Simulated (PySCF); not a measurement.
Species: C₄H₈ClFSi₂.
Atom-mapped SMILES: `[CH2:1]=[CH:2][Si@@H:3]([Cl:4])/[C:5]([F:6])=[CH:7]\[SiH3:8]` (hydrogens: H9, H10 on C1; H11 on C2; H12 on Si3; H13 on C7; H14, H15, H16 on Si8)

Geometry (GFN2-xTB, Å), atoms numbered from 1 in this order:
```
atom  x, y, z in Å
C1    -3.3833   -0.3387    0.7135
C2    -2.3693   -0.3452   -0.1399
Si3   -0.7018    0.4739    0.1545
Cl4   -0.6755    1.4088    1.9458
C5     0.6234   -0.8920    0.1717
F6     0.0833   -2.1512    0.1527
C7     1.9460   -0.7922    0.1985
Si8    2.9190    0.8147    0.2258
H9    -4.3180   -0.8347    0.5027
H10   -3.3203    0.1648    1.6650
H11   -2.4882   -0.8731   -1.0783
H12   -0.3739    1.4533   -0.8832
H13    2.5080   -1.7195    0.2158
H14    2.6678    1.5393    1.4716
H15    2.5386    1.6422   -0.9225
H16    4.3366    0.4586    0.1300
```

Computed with TDDFT CAM-B3LYP/def2-SVPD, vertical, gas phase, core orbitals frozen in the response (PySCF). GFN2-xTB frequencies show an imaginary mode (33i cm⁻¹), so this geometry is no minimum at that level.

Transition dipole moments from the ground state, in atomic units and in the frame of the coordinates above (overall signs are arbitrary), for the states with f of 0.002 or more among the lowest 7:

```csv
state,E (eV),μx,μy,μz
S1,6.155,-1.466,-0.130,0.110
S2,6.468,0.033,0.082,0.081
S3,6.877,-0.305,-0.027,0.002
S4,6.903,0.198,0.103,-0.020
S5,7.053,0.040,0.025,0.112
S6,7.164,0.212,0.045,0.038
S7,7.178,-0.560,-0.114,0.167
```

(1) Work out the oscillator strengths.

(2) Which bond between heavy atoms lies closest to the direction of the S1 transition dipole?

(3) What angle do the transition dipoles of S3 and S7 make?

(4) How is the summed strength of these states shared among x, y and z?

(5) What peak molar absorption coefficient would the strongest computed level give as a lone Gaussian band 0.5 eV wide at half height?

Results:

(1) f = (2/3) ΔE |μ|² with ΔE in hartree (27.2114 eV).

```tsv
state	|μ|² (au)	|μ| (D)	f
S1	2.178	3.75	0.328
S2	0.014	0.31	0.002
S3	0.094	0.78	0.016
S4	0.050	0.57	0.008
S5	0.015	0.31	0.003
S6	0.048	0.56	0.008
S7	0.355	1.51	0.062
```

(2) C5–C7, at 5° from it; next C2–Si3 at 25°.

(3) |cos θ| = |μa·μb| / (|μa| |μb|) = 0.96, so θ ≈ 17° (taken between 0 and 90°, since the signs are arbitrary).

(4) (2/3) Σ ΔE μα² gives 0.410 for x, 0.008 for y and 0.010 for z, 0.428 in all.

(5) ε(max) = 2.175×10⁸ f / FWHM, with the width in cm⁻¹. S1: 2.175×10⁸ × 0.3283 / 4033 ≈ 18000 L mol⁻¹ cm⁻¹.

One conformer stands for the species.
